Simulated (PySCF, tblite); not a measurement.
`O=C(C1CC1)C1CC1`. Structure optimised with GFN2-xTB, isolated species.

```
atom  x, y, z in Å
O1    -0.4247   -1.2900    0.7153
C2    -0.0790   -0.2972    0.1090
C3     1.3282    0.1775    0.1012
C4     2.4190   -0.8456    0.3159
C5     2.0900    0.1035    1.4074
C6    -1.0386    0.5346   -0.6601
C7    -2.1978   -0.1674   -1.3313
C8    -2.4458    0.6470   -0.1169
H9     1.5406    1.0121   -0.5532
H10    2.0952   -1.8693    0.4259
H11    3.3389   -0.7189   -0.2337
H12    1.5465   -0.2757    2.2594
H13    2.7729    0.9083    1.6334
H14   -0.6210    1.4004   -1.1557
H15   -2.2279   -1.2417   -1.2315
H16   -2.5183    0.2059   -2.2921
H17   -2.9443    1.5993   -0.2110
H18   -2.6425    0.1235    0.8063
```

What is the longest distance between nuclei?

H11···H17, 6.70 Å; the next longest distance is 6.63 Å.

Work out the bond lengths C3–H9, C6–C7, C6–H14, C7–H15, C8–H18 in pm.

For C3–H9 the difference vector is (0.2124, 0.8346, -0.6544) Å, of length 1.0816 Å. C3–H9 108.2; C6–C7 151.2; C6–H14 108.1; C7–H15 107.9; C8–H18 107.9 pm.

Give the dihedral angles H15–C7–C8–H18, O1–C2–C6–C7, C3–C2–C6–C7, C6–C7–C8–H17, H16–C7–C8–C6.

H15–C7–C8–H18 0° (synperiplanar); O1–C2–C6–C7 -34° (synclinal); C3–C2–C6–C7 147° (anticlinal); C6–C7–C8–H17 107° (anticlinal); H16–C7–C8–C6 -107° (anticlinal). Dihedral signs follow IUPAC: positive where, seen along the central bond, the front bond turns clockwise onto the rear one.

Where is the centre of mass (commonest isotopes), and what is the radius of gyration?

Mass 110.073 u; centre at (-0.050, -0.160, 0.080) Å; Rg = √(Σ m r²/M) = 2.080 Å. As Ia + Ib + Ic = 2 Σ m r², the three principal moments sum to 952.9 u·Å².

What are the angles C4–C3–C5, C5–C4–H11, C3–C5–C4, C7–C8–H17?

From the scalar product of the two bond vectors; for C4–C3–C5 it is 1.1871 Å² over 1.5109 × 1.5139 Å², cos θ = 0.5190. C4–C3–C5 58.7°; C5–C4–H11 119.3°; C3–C5–C4 60.5°; C7–C8–H17 119.4°.

What is the repulsion energy of the bare nuclei, Σ ZA·ZB/RAB?

361.88 Eh over 153 pairs, with full nuclear charges and distances in bohr; the largest single term is 20.93 Eh (O1 with C2).

How far apart are these pairs, which share no bond: O1···H13, C2···C4, C2···C7, C4···H14, H10···H12, H12···H16?

O1···H13 3.987 Å (4 bonds apart); C2···C4 2.566 Å (2 bonds apart); C2···C7 2.565 Å (2 bonds apart); C4···H14 4.056 Å (4 bonds apart); H10···H12 2.490 Å (3 bonds apart); H12···H16 6.121 Å (6 bonds apart).

Write the matrix of distances between heavy atoms (Å, lower triangle).

```
O1    0.000
C2    1.214  0.000
C3    2.367  1.485  0.000
C4    2.906  2.566  1.511  0.000
C5    2.957  2.559  1.514  1.483  0.000
C6    2.366  1.485  2.512  3.849  3.775  0.000
C7    2.931  2.565  3.821  4.949  5.095  1.512  0.000
C8    2.921  2.558  3.809  5.107  4.816  1.513  1.483  0.000
```

Its GFN2-xTB frequencies are all real (lowest 41 cm⁻¹). The numbers are those of one conformer.

These are computed values.
